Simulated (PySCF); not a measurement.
# How methods differ on the excitation energy of Be

Be [He] 2s2 (1S) → Be [He] 2s1 2p1 (3P), as a difference of total energies. All numbers are calculated (PySCF 2.14, no relativity, point nucleus, in cc-pVTZ (4s3p2d1f, 30 functions)). Correlated levels: valence: 1s2 frozen. The calculations carry no spin-orbit coupling.

```json
{"method": "UHF", "excitation energy (eV)": "1.625", "error (eV)": "-1.100"}
{"method": "LDA", "excitation energy (eV)": "2.408", "error (eV)": "-0.317"}
{"method": "PBE", "excitation energy (eV)": "2.311", "error (eV)": "-0.414"}
{"method": "PBE0", "excitation energy (eV)": "2.291", "error (eV)": "-0.434"}
{"method": "r2SCAN", "excitation energy (eV)": "2.136", "error (eV)": "-0.589"}
{"method": "BHandHLYP", "excitation energy (eV)": "2.475", "error (eV)": "-0.250"}
{"method": "PBEsol", "excitation energy (eV)": "2.319", "error (eV)": "-0.406"}
{"method": "TPSSh", "excitation energy (eV)": "2.426", "error (eV)": "-0.299"}
{"method": "TPSS", "excitation energy (eV)": "2.423", "error (eV)": "-0.302"}
{"method": "MP2 (valence)", "excitation energy (eV)": "2.320", "error (eV)": "-0.405"}
{"method": "SCS-MP2 (valence)", "excitation energy (eV)": "2.521", "error (eV)": "-0.204"}
```

Reference: 2.725 eV (measured; NIST levels, between the centres of gravity of the two terms).

Errors of the correlated levels include the incompleteness of this basis and the frozen core.

The basis was made for the ground configuration and has no added diffuse functions, so the excitation energy can come out too high.
